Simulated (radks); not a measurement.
All-electron atom: Tb I in [Xe] 4f9 6s2. Calculated with a radial shooting solver on a logarithmic mesh with Libxc functionals: Dirac Kohn-Sham, exchange-only B88, spin-unpolarised, spherical densities, point nucleus; open shells fill j = l - 1/2 first.

Unscreened Slater integrals over Kohn-Sham orbitals (cm^-1). Large and small components are both included. Empty in this configuration: 6p1/2.

integral,value
"F0(4f7/2,4f7/2)",226750
"F2(4f7/2,4f7/2)",103530
"F4(4f7/2,4f7/2)",64209
"F6(4f7/2,4f7/2)",45994
"F0(4f7/2,4f5/2)",229180
"F2(4f7/2,4f5/2)",104840
"F4(4f7/2,4f5/2)",65053
"G2(4f7/2,4f5/2)",104600
"G4(4f7/2,4f5/2)",64916
"G6(4f7/2,4f5/2)",46510
"F0(4f7/2,6s1/2)",61232
"G3(4f7/2,6s1/2)",2226.8
"F0(4f7/2,5p3/2)",145800
"F2(4f7/2,5p3/2)",50241
"G2(4f7/2,5p3/2)",28269
"G4(4f7/2,5p3/2)",21169
"F0(4f7/2,6p1/2)",42804
"G4(4f7/2,6p1/2)",844.08
"F0(4f5/2,4f5/2)",231670
"F2(4f5/2,4f5/2)",106190
"F4(4f5/2,4f5/2)",65928
"F0(4f5/2,6s1/2)",61322
"G3(4f5/2,6s1/2)",2103.5
"F0(4f5/2,5p3/2)",146590
"F2(4f5/2,5p3/2)",49943
"G2(4f5/2,5p3/2)",27591
"G4(4f5/2,5p3/2)",20757
"F0(4f5/2,6p1/2)",42839
"G2(4f5/2,6p1/2)",927.24
"F0(6s1/2,6s1/2)",46686
"F0(6s1/2,5p3/2)",59077
"G1(6s1/2,5p3/2)",4302.0
"F0(6s1/2,6p1/2)",37083
"G1(6s1/2,6p1/2)",21358
"F0(5p3/2,5p3/2)",122760
"F2(5p3/2,5p3/2)",65605
"F0(5p3/2,6p1/2)",41916
"G2(5p3/2,6p1/2)",1429.2
"F0(6p1/2,6p1/2)",31809
